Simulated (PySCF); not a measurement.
HB, charge +1, doublet, at a GFN2-xTB geometry (a state made from the parent by changing its charge; the spin is typed, not shown lowest). Base run: TPSS/3-21G run with PySCF.

PySCF was given this input:
```python
from pyscf import gto, scf, dft

mol = gto.M(
    atom='''
B    -0.000000   -0.000000   -0.199078
H     0.000000    0.000000    0.995388
''',
    basis='3-21g',
    charge=1,
    spin=1,
    verbose=3,
)

mf = dft.UKS(mol)
mf.xc = 'tpss'
mf.kernel()
mf.analyze()
```

Each row names what was changed in the base input (with any setting that the change needs).

| change | ΔE vs base (µEh) | grid points | electrons on the grid |
|---|---|---|---|
| base | 0.0 | 23856 | 5.00000 |
| grids.atom_grid = (99, 590) | 12.1 | 64200 | 5.00000 |
| grids.level = 0 | 5646 | 1712 | 5.00081 |
| grids.atom_grid = (75, 302) | 0.0 | 28888 | 5.00000 |
| small_rho_cutoff = 0 | 0.0 | 23856 | 5.00000 |
| grids.prune = off | 11.5 | 37752 | 5.00000 |
| grids.prune = dft.gen_grid.treutler_prune | 31.0 | 20656 | 5.00000 |
| grids.level = 7 | 12.7 | 136664 | 5.00000 |
| grids.radi_method = gauss_chebyshev | 3.8 | 23032 | 5.00000 |
| grids.radi_method = mura_knowles | -0.2 | 22168 | 5.00000 |
| grids.level = 2 | -4.3 | 16584 | 5.00000 |

Open shells are given as the SCF converged; they aren't shown to be the lowest states, and a large step between rows can be another state.
